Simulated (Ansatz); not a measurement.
Frontier orbitals of `C[N]=[W]([F])([F])([F])[F]`.

```xyz
10

C    -1.450    1.024   -0.048
N    -0.295    0.206   -0.013
W     1.096   -0.775    0.036
F     0.744   -2.150   -1.175
F     0.741   -2.023    1.376
F     2.215   -0.065   -1.278
F     2.212    0.064    1.273
H    -2.315    0.464    0.317
H    -1.303    1.903    0.584
H    -1.644    1.351   -1.072
```

The species carries charge 0 and has multiplicity 1. Correlated methods include outer-core shells of W, which these sets cover unevenly. W: def2 effective core potential. Geometry: relaxed with PBE0-D4/def2-TZVP. Basis def2-TZVPP, Ansatz 0.2.0.

```json
{"functional": "LDA (SPW92)", "HOMO (eV)": "-7.84", "LUMO (eV)": "-4.00", "gap (eV)": "3.84"}
{"functional": "PBE", "HOMO (eV)": "-7.65", "LUMO (eV)": "-3.72", "gap (eV)": "3.93"}
{"functional": "revPBE", "HOMO (eV)": "-7.57", "LUMO (eV)": "-3.61", "gap (eV)": "3.96"}
{"functional": "BLYP", "HOMO (eV)": "-7.55", "LUMO (eV)": "-3.64", "gap (eV)": "3.91"}
{"functional": "PBE0", "HOMO (eV)": "-9.17", "LUMO (eV)": "-2.93", "gap (eV)": "6.24"}
{"functional": "B3LYP", "HOMO (eV)": "-8.93", "LUMO (eV)": "-3.19", "gap (eV)": "5.74"}
{"functional": "r2SCANh", "HOMO (eV)": "-8.56", "LUMO (eV)": "-3.37", "gap (eV)": "5.19"}
{"functional": "BHLYP", "HOMO (eV)": "-10.57", "LUMO (eV)": "-1.97", "gap (eV)": "8.60"}
{"functional": "LC-ωPBE", "HOMO (eV)": "-11.86", "LUMO (eV)": "-0.49", "gap (eV)": "11.37"}
{"functional": "ωB97M-V", "HOMO (eV)": "-11.44", "LUMO (eV)": "-0.63", "gap (eV)": "10.81"}
```

From PBE to PBE0 the HOMO moves by −1.52 eV and the LUMO by +0.79 eV, and with ωB97M-V by −3.79 and +3.09 eV, so the gap grows from 3.93 to 10.81 eV with exact exchange.

B3LYP here is the variant with VWN-RPA as its local correlation; programs differ in this. LC-ωPBE has ω = 0.4 bohr⁻¹.
